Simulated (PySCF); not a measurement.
# What settings do to a single point of [AuH2]−

The sound run of [AuH2]− (singlet) uses PySCF 2.14.0, RKS PBE0, Au def2-SVP with ECP60, H def2-SVP; non-relativistic Hamiltonian with scalar-relativistic core potentials where named; density fitting; no spin-orbit coupling, grid (50, 194), threshold 1e-8 Eh and 55 cycles, at the relaxed geometry:

```xyz
3

Au    0.0000    0.0000    0.0000
H     0.0000    0.0000    1.6665
H     0.0000    0.0000   -1.6665
```

There Au1 has a Mulliken charge of -0.56 e and the dipole about the centre of mass is 0.00 D. Each run below changes one thing and starts from free metal ions and neutral atoms unless it says otherwise; with 55 cycles, smearing, a level shift and second-order steps follow where DIIS fails, and their cycles count. Energy shifts count from the sound run.

```json
{"change": "H3 put 0.8 Å from Au1, limit 90 cycles", "outcome": "converged", "cycles": "8", "energy shift (eV)": "28.02", "largest force component (eV/Å)": "144.37", "charge on Au1 (e)": "-0.31", "dipole about the centre of mass (D)": "0.71"}
{"change": "grid (15, 26)", "outcome": "converged", "cycles": "7", "energy shift (eV)": "0.59", "largest force component (eV/Å)": "0.76", "charge on Au1 (e)": "-0.57", "dipole about the centre of mass (D)": "0.00"}
{"change": "all coordinates × 1.12", "outcome": "converged", "cycles": "7", "energy shift (eV)": "0.42", "largest force component (eV/Å)": "1.77", "charge on Au1 (e)": "-0.57", "dipole about the centre of mass (D)": "0.00"}
{"change": "threshold 1e-06", "outcome": "converged", "cycles": "6", "energy shift (eV)": "0.0000", "largest force component (eV/Å)": "0.00", "charge on Au1 (e)": "-0.56", "dipole about the centre of mass (D)": "0.00"}
```

(1) How does the run with this change end: start from a density of up to 30 smeared cycles (not counted)?

Unsound on purpose, so not properties of the compound: H3 put 0.8 Å from Au1, limit 90 cycles; grid (15, 26).

Forces carry noise of the integration grid, about 0.01 to 0.03 eV/Å.

Answers

(1) outcome converged, cycles 5, energy shift (eV) 0.0000, largest force component (eV/Å) 0.00, charge on Au1 (e) -0.56, dipole about the centre of mass (D) 0.00.
